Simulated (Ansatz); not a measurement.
Ideal-gas functions of C₂H₃ClOTe (`ClC1([TeH])CO1`) at 800 K and 1 bar, from an Ansatz frequency run at PBE0-D4/def2-TZVP.

Molar mass 206.1 g/mol, point group C1 (symmetry number 1), electronic degeneracy 1, moments of inertia 131.04, 398.922, 492.513 u Å². Harmonic wavenumbers (cm⁻¹, unscaled): 122, 186, 239, 280, 376, 431, 653, 703, 871, 989, 1063, 1123, 1166, 1349, 1512, 2163, 3115, 3216.

Use S(trans) = R[1.5 ln M + 2.5 ln T − 1.1517]; rotational temperatures θ = 24.2544 K / I; S(rot) = R[ln(√π/σ · √(T³/θAθBθC)) + 1.5]; for each mode x = 1.438777 ν̃/T, S = R[x/(eˣ − 1) − ln(1 − e⁻ˣ)] and H = RT x/(eˣ − 1); 1 cm⁻¹ = 0.0119627 kJ/mol; R = 8.31446 J/(mol·K).

Question: By hand: the entropy, in J/(mol·K).

Answer: Translation 195.8. Rotation: θ = 0.1851, 0.0608, 0.0492 K, giving 131.8. Vibration, mode by mode: 20.94, 17.46, 15.40, 14.11, 11.72, 10.64, 7.44, 6.90, 5.38, 4.54, 4.09, 3.75, 3.53, 2.72, 2.16, 0.85, 0.20, 0.17, in all 132.0. Electronic 0.0. Sum 459.6 J/(mol·K).

Question: By hand: H − E and G − E in kJ/mol, counted from the electronic energy.

Answer: Zero-point energy ½ × 19557 × 0.0119627 = 117.0; thermal vibration 52.9; translation, rotation and pV give 4 RT = 26.6. H − E = 196.5 kJ/mol, and G − E = 196.5 − 800 × 459.6/1000 = -171.2 kJ/mol.

Vibration gives 29 % of the entropy, 20.9 J/(mol·K) of it from the mode under 150 cm⁻¹: soft modes count most, and the harmonic formula is weakest for them. The sum counts one conformer and one mirror image; others add a mixing term.
